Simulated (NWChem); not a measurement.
# C4H4F2; SMILES C=C(F)/C=C\F

```xyz
10

C      0.3351     2.2361     0.0000
C      0.0093     0.9387     0.0000
F     -1.2761     0.5822     0.0000
C      0.9547    -0.1640     0.0000
C      0.6826    -1.4740     0.0000
F     -0.5354    -1.9851     0.0000
H     -0.4434     2.9999     0.0000
H      1.3813     2.5402     0.0000
H      2.0123     0.1062     0.0000
H      1.4625    -2.2415     0.0000
```
Atoms are numbered in this order, from 1.

All runs: NWChem. Coordinates come from a PBE0/def2-SVP optimisation. Hybrids' shares of exact exchange are those that their runs print; pure functionals count as 0. The functionals differ in more than this share.

| row | share of exact exchange | highest occupied level (eV) |
|---|---|---|
| PBE/def2-SVP | 0.00 | -5.61 |
| LDA (Slater exchange, VWN5)/def2-SVP | 0.00 | -5.80 |
| B3LYP/def2-SVP | 0.20 | withheld |
| PBE0/def2-SVP | 0.25 | -6.78 |
| PW6B95/def2-SVP | 0.28 | -6.87 |

### Question
Fit a straight line of the last column on the one before it, predict the withheld value, and compare with the run.

### Answer

1. Means of the 4 shown rows: x = 0.133, y = -6.265. Slope Σ(x − x̄)(y − ȳ)/Σ(x − x̄)² = -0.2982/0.07068 = -4.219; intercept -5.706.
2. The shown rows scatter about the line by 0.068 (root mean square); the largest residual is +0.10, at PBE/def2-SVP.
3. At x = 0.20 (B3LYP/def2-SVP; inside the shown range) the line gives -6.55.
4. The run gives -6.52, +0.03 from the line, 0.4 times the scatter.
